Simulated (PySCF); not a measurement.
arsenic trifluoride (AsF3), SMILES F[As](F)F.

Geometry optimised at ωB97X-D3(BJ)/def2-SVP.

Two levels are set side by side: TDA-PBE/def2-SVPD (PySCF) and TDA-LC-ωPBE/def2-SVPD (PySCF). Vertical, same geometry. The lowest singlet is HOMO→LUMO 82 % with PBE and HOMO→LUMO+1 93 % with the other functional; states are paired by order. Differences are taken from unrounded values.

| quantity | TDA-LC-ωPBE | TDA-PBE | TDA-PBE minus TDA-LC-ωPBE |
|---|---|---|---|
| lowest singlet excitation (eV) | 8.16 | 7.54 | -0.62 |
| lowest triplet excitation (TDA) (eV) | 6.01 | 5.91 | -0.10 |
| first bright state (f over 0.05) (eV) | 8.16 | 7.54 | -0.62 |
| its oscillator strength | 0.20 | 0.11 | -0.09 |

Functionals without exact exchange tend to place singlet excitations lower, as here. Differences between two approximate levels are no errors against the true value.

Rough cost on one machine, each run with all the roots and properties that it gave: TDA-LC-ωPBE against TDA-PBE about 3 times.
